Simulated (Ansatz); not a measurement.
Born–Oppenheimer molecular dynamics of AlCl2FH2O (7 atoms, charge 0, multiplicity 1). It starts at the highest image of a converged band. Of that band: Beside the main top the profile has a ripple of under 15 meV (maxima at images 1, 5), which may be a very shallow well or noise. A structure lower than the first end lies on the path between it and the top, so the climb from that side starts below the end, which may itself be a saddle point or a shallow side well. A vibrational analysis at the climbing image gives one clearly imaginary mode, 543i cm⁻¹: a first-order saddle point.

All numbers below come from RKS B3LYP-D4/def2-SVP in Ansatz.

```json
{"ensemble": "NVE (velocity Verlet)", "time step": "0.5 fs", "steps asked": "200", "starting velocities drawn for": "100 K", "seed": "9439"}
```

First frame:

```xyz
7
Properties=species:S:1:pos:R:3
Al -0.033 0.246 -0.003
Cl -0.170 -0.001 2.331
O 1.522 -0.122 -0.552
H 1.755 -0.752 -1.238
Cl -1.805 -0.367 -0.940
F -0.104 1.937 0.603
H -0.148 1.379 1.720
```

(1) How far do the bonds stretch over the last three quarters of this one trajectory? (Pairs bonded in most of those frames.)

Answers

(1) 
```
   bond  mean (Å)  spread (Å)  shortest  longest
 Al1–O3     1.690       0.007      1.68     1.70
Al1–Cl5     2.100       0.007      2.08     2.11
 Al1–F6     1.676       0.015      1.65     1.72
 Cl2–H7     1.303       0.011      1.29     1.34
  O3–H4     0.961       0.004      0.95     0.97
```

Mean temperature of the second half: 166 K. The conserved energy stayed within 0.0068 meV per atom of its start (net change 0.00014 meV per atom), so the integration is sound. The kinetic energy rose, since the run started high on the potential surface and went downhill. It ends in pieces (AlClFHO + ClH), so much of that is their flight and rotation, not heat. A run of 0.1 ps of so small a system gives no equilibrium averages. The orbitals stay closed-shell, which can raise the energy where a bond breaks towards radicals; this wasn't checked here.

Run time: 6.6 min on 2 threads of Arm Neoverse V1, with other jobs on the host, peak memory 0.19 GiB.
